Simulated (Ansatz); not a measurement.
Reactions of H7InO2Si2 (`[SiH3][O][InH][O][SiH3]`).

Isolated molecules relaxed with PBE0-D4/def2-TZVP in Ansatz; ΔE leaves out vibrations. CCSD(T)/CBS adds triple-zeta CCSD(T) − MP2 to the extrapolated MP2 energy (def2 sets, frozen cores). This one scheme is used for every species, atoms too. DFT in def2-TZVPP. Open shells (•) are unrestricted, without spin–orbit coupling. Spin–orbit coupling would lower the free atoms: a little for O, Si; strongly for In. Elements past krypton have def2 core potentials. Bonds to Br, In are less sure, by a few kJ/mol each and by 10 to 20 or more in all where they break to atoms, as the def2 sets lack core-valence functions. Scalar relativity is left out up to krypton. Each species was taken in one conformer, which may not be the lowest.

```
                                                         reaction  B2PLYP (kJ/mol)  CCSD(T)/CBS(def2) (kJ/mol)
 `[SiH3][O][InH][O][SiH3]` + HBr → `[SiH3][O][InH][Br]` + silanol              -88                         -84
`[SiH3][O][InH][O][SiH3]` + CH₄ → `[CH3][InH][O][SiH3]` + silanol               71                          74
     `[SiH3][O][InH][O][SiH3]` + H₂ → `[SiH3][O][InH2]` + silanol               28                          39
            `[SiH3][O][InH][O][SiH3]` → 7 H• + In• + 2 O• + 2 Si•             3698                        3793
```

Largest T1 diagnostic: 0.015, for `[SiH3][O][InH2]`.
